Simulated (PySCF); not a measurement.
**Nickel: highly charged ions in a basis for the neutral atom**

Ni²¹⁺ [He] 2s2 2p3, Ni²²⁺ [He] 2s2 2p2. Calculation: PySCF 2.14, in aug-cc-pVDZ-DK (7s6p4d2f, 59 functions); scalar relativity by spin-free X2C-1e. No spin-orbit coupling, so a gap to NIST mixes the basis error with missing relativistic terms.

Changed run: basis of the neutral atom used for a highly charged ion. This setting is unsound on purpose.

```json
{"species": "Ni²¹⁺", "method": "UHF", "sound run (hartree)": "not run", "changed run (hartree)": "-1167.45044", "converged": "yes"}
{"species": "Ni²¹⁺", "method": "M06-L", "sound run (hartree)": "not run", "changed run (hartree)": "-1167.74105", "converged": "yes"}
{"species": "Ni²¹⁺", "method": "TPSS", "sound run (hartree)": "not run", "changed run (hartree)": "-1167.73221", "converged": "yes"}
{"species": "Ni²²⁺", "method": "UHF", "sound run (hartree)": "not run", "changed run (hartree)": "-1097.64099", "converged": "yes"}
{"species": "Ni²²⁺", "method": "M06-L", "sound run (hartree)": "not run", "changed run (hartree)": "-1097.90379", "converged": "yes"}
{"species": "Ni²²⁺", "method": "TPSS", "sound run (hartree)": "not run", "changed run (hartree)": "-1097.96812", "converged": "yes"}
```

Ionisation energy of Ni²¹⁺:

| method | changed run (eV) | NIST (eV) |
| --- | --- | --- |
| UHF | 1899.6 | 1880 ± 5 |
| M06-L | 1900.4 | 1880 ± 5 |
| TPSS | 1898.4 | 1880 ± 5 |

The contracted functions were made for the neutral atom and can be too rigid for a highly charged ion.
